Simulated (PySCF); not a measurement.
**Vibration and rotation of ZnO**

r²SCANh constants of ZnO, ³Π (triplet), unpaired electrons σ ↑, π ↑ (PySCF, no relativity, basis sets Zn def2-TZVPPD, O def2-TZVPPD; masses 63.9291 and 15.9949 u):

| Quantity | Value |
| --- | --- |
| ωe | 547.5 cm⁻¹ |
| ωexe | 4.51 cm⁻¹ |
| Be | 0.384 cm⁻¹ |
| αe | 0.00396 cm⁻¹ |
| D (centrifugal) | 7.55e-07 cm⁻¹ |
| De to Zn + O | 1.62 eV |

Question: Give the vibrational terms G(v) and spacings up to v = 6.

Answer: G(v) = ωe(v+½) − ωexe(v+½)².

```tsv
v	G(v) (cm⁻¹)	G(v) − G(v−1)	Bv (cm⁻¹)
0	273		0.3820
1	811	538	0.3781
2	1341	529	0.3741
3	1861	520	0.3701
4	2372	511	0.3662
5	2875	502	0.3622
6	3368	493	0.3583
```

Question: How well does the Morse estimate ωe²/(4ωexe) reproduce De, and what is D0?

Answer: It gives 2.06 eV, 127 % of the computed De. D0 = De − G(0) = 1.62 − 0.03 = 1.59 eV.

The state is the lowest determinant that a PBE0 search found; another state may lie lower at other levels.
